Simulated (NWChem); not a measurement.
# C4H6; SMILES C#CCC

```xyz
10

C      0.2538    -1.9750     0.0000
C     -0.1590    -0.8361     0.0000
C     -0.6345     0.5429     0.0000
C      0.4900     1.5772     0.0000
H      0.6146    -2.9867     0.0000
H     -1.2839     0.6924     0.8798
H     -1.2839     0.6924    -0.8798
H      0.0761     2.5965     0.0000
H      1.1286     1.4659    -0.8885
H      1.1286     1.4659     0.8885
```
Atoms are numbered in this order, from 1.

Results from NWChem. Pople sets run with spherical d functions. The geometry was optimised at PBE0/def2-SVP. Level: PBE/6-31G* with COSMO at NWChem's default radii, gas-phase geometry; the question gives the dielectric constant.

Q: Estimate the computed values for dielectric constant 7.6. Quantities: electrostatic solvation energy (kcal/mol); dipole in solution (D).

A: The electrostatic solvation energy (kcal/mol) is -2.7 and the dipole in solution (D) is 0.96.
